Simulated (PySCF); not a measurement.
## Field gradients at the hydrogen positions

Species: C9H7O (charge -1).
Geometry (PBE0-D3(BJ)/def2-SVP, Å), atoms numbered from 1 in this order:
```
atom  x, y, z in Å
C1    -2.7050    2.6991    0.4403
C2    -1.7388    1.9519    0.3655
C3    -0.6255    1.0818    0.2777
C4     0.6970    1.5914    0.2250
C5     1.7988    0.7729    0.1361
C6     1.6916   -0.6747    0.0886
O7     2.6759   -1.4352    0.0040
C8     0.3216   -1.1537    0.1481
C9    -0.7866   -0.3357    0.2373
C10   -2.1694   -0.9227    0.2919
H11   -3.5484    3.3573    0.5053
H12    0.8270    2.6788    0.2567
H13    2.8092    1.1923    0.0964
H14    0.1953   -2.2418    0.1171
H15   -2.7903   -0.5656   -0.5469
H16   -2.6977   -0.6204    1.2118
H17   -2.1332   -2.0217    0.2556
```

Level: PBE0/pcSseg-1 (PySCF, non-relativistic); Q(2H) = 0.00286 b; rigid geometry, the same for H and D, with no vibrational averaging.

Question: Rank these positions by the coupling χzz of a deuteron there, largest first.
A. H11 (alkyne hydrogen)
B. H13 (aromatic hydrogen)
C. H12 (aromatic hydrogen)
D. H17 (methyl hydrogen)

Answer: A (242 kHz), B (209 kHz), C (205 kHz), D (199 kHz).

Question: Tabulate Vzz, the asymmetry η and χzz = 234.96 MHz × Q × Vzz for every hydrogen position.

Answer: 
```json
{"atom": "H11", "bonded to": "C1", "bond length (Å)": "1.072", "Vzz (au)": "0.3608", "η": "0.04", "χzz (kHz)": "242"}
{"atom": "H12", "bonded to": "C4", "bond length (Å)": "1.096", "Vzz (au)": "0.3048", "η": "0.06", "χzz (kHz)": "205"}
{"atom": "H13", "bonded to": "C5", "bond length (Å)": "1.095", "Vzz (au)": "0.3116", "η": "0.07", "χzz (kHz)": "209"}
{"atom": "H14", "bonded to": "C8", "bond length (Å)": "1.096", "Vzz (au)": "0.3089", "η": "0.08", "χzz (kHz)": "208"}
{"atom": "H15", "bonded to": "C10", "bond length (Å)": "1.103", "Vzz (au)": "0.2909", "η": "0.02", "χzz (kHz)": "195"}
{"atom": "H16", "bonded to": "C10", "bond length (Å)": "1.103", "Vzz (au)": "0.2909", "η": "0.02", "χzz (kHz)": "195"}
{"atom": "H17", "bonded to": "C10", "bond length (Å)": "1.100", "Vzz (au)": "0.2959", "η": "0.02", "χzz (kHz)": "199"}
```

Question: How does χzz go with the bond length over the 7 C–H bonds?

Answer: A straight-line fit has a slope of -15.1 kHz for each 0.01 Å, with a correlation coefficient of -1.00, over lengths from 1.072 to 1.103 Å. The longer bonds have the smaller couplings here.

Isolated species at its PBE0-D3(BJ)/def2-SVP geometry, gas phase. The pcSseg-1 basis has no diffuse functions, a weakness for an anion. With so small a basis the couplings can be 20 % off.

The run behind these numbers computed NMR shieldings as well. Time: 71 s wall, 62 s CPU. Hardware: Arm Neoverse N1, one thread, shared host.
